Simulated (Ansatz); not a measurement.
Reaction (redistribution): `O[Si@H](Cl)C[Si@H](O)Cl` + `O[SiH](F)F` → `O[Si@H](Cl)[Si@@H](O)F` + `O[SiH](Cl)CF`

Program: Ansatz. Geometries: PBE0-D4/def2-TZVP. ΔE: electronic, gas phase. CBS: MP2 limit from def2 TZ/QZ plus the TZ coupled-cluster correction, frozen cores. Functionals use def2-TZVPP. B3LYP here is the variant with VWN-RPA as its local correlation; programs differ in this. One conformer a species, not always the lowest.

```csv
level,ΔE (kcal/mol),difference from CCSD(T)/CBS
r2SCAN-D4,76.6,-2.5
PBE0-D4,73.7,-5.4
ωB97M-V,78.0,-1.1
B2PLYP,76.8,-2.3
r2SCAN,76.3,-2.8
PBE0,72.8,-6.3
B3LYP,72.5,-6.6
HF/def2-TZVPP,77.8,-1.3
MP2/def2-TZVPP,83.5,4.4
SCS-MP2/def2-TZVPP,80.4,1.3
CCSD/def2-TZVPP,79.1,0.0
HF/def2-QZVPP,78.3,-0.8
MP2/def2-QZVPP,83.7,4.6
SCS-MP2/def2-QZVPP,80.8,1.7
HF/CBS(def2),78.4,-0.7
MP2/CBS(def2),83.6,4.5
CCSD(T)/CBS,79.1,0
```

Largest T1 diagnostic among the species: 0.012.

From PBE to PBE0 (25 % exact exchange), in def2-TZVPP and without D4, ΔE moves by +4.3 kcal/mol. In def2-TZVPP, CCSD(T) changes the Hartree–Fock value by +1.1 kcal/mol (the triples alone add −0.1 kcal/mol) and MP2 by +5.6 kcal/mol.
